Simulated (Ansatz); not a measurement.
Wavefunction ladder for `FB(Cl)[SeH]`

```csv
atom,x (Å),y (Å),z (Å)
F1,0.636,-0.862,1.529
B2,0.169,-0.103,0.559
Cl3,-0.238,1.559,0.917
Se4,-0.024,-0.907,-1.192
H5,-0.543,0.315,-1.813
```

The species carries charge 0 and has multiplicity 1. Correlated methods include outer-core shells of Se, which these sets cover unevenly. Scalar relativity is left out up to krypton. All single points use the PBE0-D4/def2-TZVP geometry. It is one conformer, not always the lowest. Frozen core, restricted reference, the Gaussian-basis code of Ansatz.

| basis | HF (Eh) | MP2 corr. | CCSD corr. | (T) | CCSD(T) total |
| --- | --- | --- | --- | --- | --- |
| def2-SVP | -2983.63607 | ? | -0.65585 | -0.01603 | ? |
| def2-TZVPP | ? | -0.80529 | ? | -0.03173 | ? |
| def2-QZVPP | ? | -1.15871 | -1.15534 | -0.03955 | ? |

**Question.** Fill in the withheld values. (An estimate is asked.)

**Answer.** Ansatz gave: def2-SVP MP2 corr.: -0.63473; def2-SVP CCSD(T) total: -2984.30795; def2-TZVPP HF (Eh): -2984.24279; def2-TZVPP CCSD corr.: -0.82876; def2-TZVPP CCSD(T) total: -2985.10328; def2-QZVPP HF (Eh): -2984.30804; def2-QZVPP CCSD(T) total: -2985.50293.
